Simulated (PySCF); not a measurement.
## [Nd(NH3)]3+ at several levels of theory

Computed with PySCF 2.14.0 (density fitting, no spin-orbit coupling) at the geometry relaxed with PBE0:

```xyz
5
[Nd(NH3)]3+ (singlet in the valence; each metal's 4f electrons, 3 of them, lie in its core potential, out of spins and levels)
Nd    0.0000    0.0000   -0.1649
N     0.0000    0.0000    2.2248
H     0.9419    0.0000    2.6810
H    -0.4710    0.8157    2.6810
H    -0.4709   -0.8158    2.6810
```

| level | basis | state | HOMO (eV) | gap (eV) | charge on Nd1 (e) | population of f-type functions on Nd1 (polarisation alone where 4f lies in the core) | dipole about the centre of mass (D) | largest force component (eV/Å) |
| --- | --- | --- | --- | --- | --- | --- | --- | --- |
| PBE0 | Nd lcecp-1-SVP with ECP49, N def2-SVP, H def2-SVP | singlet | -27.38 | 7.19 | 2.49 | 0.02 | 3.45 | 0.00 |
| BP86 | the same | singlet | -26.10 | 4.96 | 2.44 | 0.02 | 3.77 | 0.40 |
| PBE | the same | singlet | -26.03 | 4.80 | 2.43 | 0.02 | 3.82 | 0.37 |
| revPBE | the same | singlet | -25.99 | 4.80 | 2.44 | 0.02 | 3.77 | 0.35 |
| PBE0 | Nd lcecp-1-TZVP with ECP49, N def2-TZVP, H def2-TZVP | singlet | -27.29 | 7.17 | 2.58 | 0.02 | 3.54 | 0.29 |

In the lcecp rows the 4f levels are missing from HOMO and gap, and the state counts the valence alone.

Charges are Mulliken's, which hang on the basis. The relaxation used the grid (50, 194), these runs (75, 302) or, all-electron (x2c bases, spin-free X2C Hamiltonian), (99, 590).

Question: What does TPSS with Nd lcecp-1-SVP with ECP49, N def2-SVP, H def2-SVP give here?

Answer: state singlet, HOMO (eV) -26.04, gap (eV) 5.06, charge on Nd1 (e) 2.46, population of f-type functions on Nd1 (polarisation alone where 4f lies in the core) 0.02, dipole about the centre of mass (D) 3.63, largest force component (eV/Å) 0.27. Time: 2.8 s on 2 threads of Arm Neoverse V1, with other jobs on the host, from an already converged density.

In the first row's basis the gap widens with exact exchange: 4.8 to 5.1 eV for revPBE, PBE, BP86, TPSS (none); 7.2 eV for PBE0 (a fixed share).

An lcecp potential fixes the number of 4f electrons, so in runs with it no electron can move into or out of that shell.
